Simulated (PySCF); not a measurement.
Rb(Cl) cation (ClRb), SMILES [Cl][Rb] (connectivity only; charge and spin as stated), charge +1, multiplicity 2. Atoms are numbered in the order given.

```xyz
2

Rb     0.0000     0.0000    -1.2238
Cl     0.0000     0.0000     2.6637
```
Charge +1, spin multiplicity 2.

Geometry: B3LYP-D3(BJ)/def2-TZVPD. The multiplicity is an assumed one; other spin states were not compared. The def2 effective core potentials stand for the cores of Rb; spin–orbit coupling is left out.

Computed with PySCF with B3LYP-D3(BJ)/def2-TZVPD.

Frequencies are harmonic and unscaled.

Problem. Give all harmonic wavenumbers and intensities. (The exact figures need the calculation; the answer reports its results.)

Solution. 
```
mode  ν (cm⁻¹)  IR (km/mol)  moving atoms (share of kinetic energy)
----  --------  -----------  --------------------------------------
1           66          5.4                        Cl 71 %, Rb 29 %
```
